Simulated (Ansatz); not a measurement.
Ideal-gas functions of BH$_{3}$OZn, SMILES `[BH2][Zn][OH]` at 298.15 K and 1 bar, from an Ansatz frequency run at PBE0-D4/def2-TZVP.

Molar mass 95.22 g/mol, point group Cs (symmetry number 1), electronic degeneracy 1, moments of inertia 2.749, 115.027, 117.776 u Å². Harmonic wavenumbers (cm⁻¹, unscaled): 136, 139, 150, 499, 563, 666, 701, 850, 1155, 2574, 2658, 3921.

Use S(trans) = R[1.5 ln M + 2.5 ln T − 1.1517]; rotational temperatures θ = 24.2544 K / I; S(rot) = R[ln(√π/σ · √(T³/θAθBθC)) + 1.5]; for each mode x = 1.438777 ν̃/T, S = R[x/(eˣ − 1) − ln(1 − e⁻ˣ)] and H = RT x/(eˣ − 1); 1 cm⁻¹ = 0.0119627 kJ/mol; R = 8.31446 J/(mol·K).

Task: By hand: the entropy, in J/(mol·K).

Result: Translation 165.7. Rotation: θ = 8.823, 0.2109, 0.2059 K, giving 92.3. Vibration, mode by mode: 11.96, 11.79, 11.18, 2.76, 2.17, 1.46, 1.28, 0.71, 0.21, 0.00, 0.00, 0.00, in all 43.5. Electronic 0.0. Sum 301.5 J/(mol·K).

Task: By hand: H − E and G − E in kJ/mol, counted from the electronic energy.

Result: Zero-point energy ½ × 14012 × 0.0119627 = 83.8; thermal vibration 7.1; translation, rotation and pV give 4 RT = 9.9. H − E = 100.8 kJ/mol, and G − E = 100.8 − 298.15 × 301.5/1000 = 10.9 kJ/mol.

Vibration gives 14 % of the entropy, 23.8 J/(mol·K) of it from the modes under 150 cm⁻¹: soft modes count most, and the harmonic formula is weakest for them. The sum counts one conformer and one mirror image; others add a mixing term.
